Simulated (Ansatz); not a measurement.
Cost and result for the atomization energy of C2H5BBrN (`NB1CC1Br`) (10 atoms, 10 bonds).

```xyz
10

N     1.1587   -1.3930   -0.0736
B     0.2053   -0.4125    0.0345
C    -0.6108    0.5705    0.8780
C    -0.6864    0.6124   -0.6611
Br    0.1045    2.1056   -1.5838
H     1.5958   -1.8256    0.7225
H     1.5054   -1.7177   -0.9608
H    -0.0877    1.3853    1.3719
H    -1.5390    0.3035    1.3749
H    -1.6458    0.3717   -1.1024
```

Charge 0, multiplicity 1. Correlated methods include outer-core shells of Br, which these sets cover unevenly. Scalar relativity is left out up to krypton. The geometry is a stationary point of PBE0-D4/def2-TZVP. It is one conformer, not always the lowest. Program: Ansatz. All runs use 4 threads of an Intel Xeon 6975P-C on a shared host. Times are those of one run each, without the atoms' runs, and a repeat can differ threefold. Electronic energies, without spin–orbit coupling; frozen cores. CCSD(T)/CBS adds CCSD(T) − MP2 in def2-TZVPP to the MP2 limit, and its time is that of the two runs behind it. T1 = 0.010. With those shells the extrapolation isn't a true limit. B3LYP takes the VWN-RPA correlation (the form of Gaussian; ORCA's B3LYP/G). HSE06 is the plane-wave form, built on full-range PBE exchange.

CCSD(T)/CBS is a level of theory with its own doubt, some kJ/mol a heavy atom from the limit and from the frozen cores, so smaller differences don't rank the functionals.

| level | functions | wall time |
| --- | --- | --- |
| LDA (SPW92)/def2-TZVPP | 242 | 0.85 s |
| revPBE-D4/def2-TZVPP | 242 | 1.2 s |
| BLYP-D4/def2-TZVPP | 242 | 1.4 s |
| PBE-D4/def2-TZVPP (with forces) | 242 | 1.4 s |
| HSE06-D4/def2-TZVPP | 242 | 2 s |
| B3LYP-D4/def2-TZVPP (with forces) | 242 | 2.8 s |
| PBE-QIDH/def2-TZVPP | 242 | 3.7 s |
| ωB97X-V/def2-TZVPP | 242 | 4.1 s |
| CCSD(T)/def2-SVP | 113 | 4.7 s |
| ωB97M-V/def2-TZVPP (with forces) | 242 | 6.5 s |
| MP2/def2-QZVPP | 467 | 16 s |
| CCSD(T)/def2-TZVPP | 242 | 56 s |
| CCSD(T)/CBS(def2) | – | 71 s |

Question: What atomization energy does each give, and how far from CCSD(T)/CBS? (An estimate is asked.)

Answer: Computed: 
```tsv
level	atomization (kJ/mol)	difference from CCSD(T)/CBS	per bond
LDA (SPW92)/def2-TZVPP	4424.8	628.4	62.8
revPBE-D4/def2-TZVPP	3830.9	34.5	3.5
BLYP-D4/def2-TZVPP	3819.8	23.4	2.3
PBE-D4/def2-TZVPP (with forces)	3940.6	144.2	14.4
HSE06-D4/def2-TZVPP	3866.9	70.5	7.0
B3LYP-D4/def2-TZVPP (with forces)	3821.4	25.0	2.5
PBE-QIDH/def2-TZVPP	3813.3	16.9	1.7
ωB97X-V/def2-TZVPP	3822.0	25.6	2.6
CCSD(T)/def2-SVP	3603.3	-193.1	-19.3
ωB97M-V/def2-TZVPP (with forces)	3829.8	33.4	3.3
MP2/def2-QZVPP	3842.3	45.9	4.6
CCSD(T)/def2-TZVPP	3692.3	-104.1	-10.4
CCSD(T)/CBS(def2)	3796.4	0.0	0.0
```

At CCSD(T), def2-SVP lies −193.2 kJ/mol from the extrapolated value and def2-TZVPP −104.1 kJ/mol: correlation converges slowly with the basis, and small sets miss more of it in the bonded molecule than in its fragments. In def2-TZVPP, CCSD(T) changes the Hartree–Fock value by +958.9 kJ/mol (the triples alone add +64.8 kJ/mol) and MP2 by +1047.9 kJ/mol; breaking electron pairs costs correlation energy, which Hartree–Fock lacks. The D4 term adds +32.6 kJ/mol with B3LYP and +17.1 kJ/mol with PBE0; it sums over pairs of atoms, weighted by their polarisabilities, and B3LYP, whose exchange is more repulsive, gets the larger term.
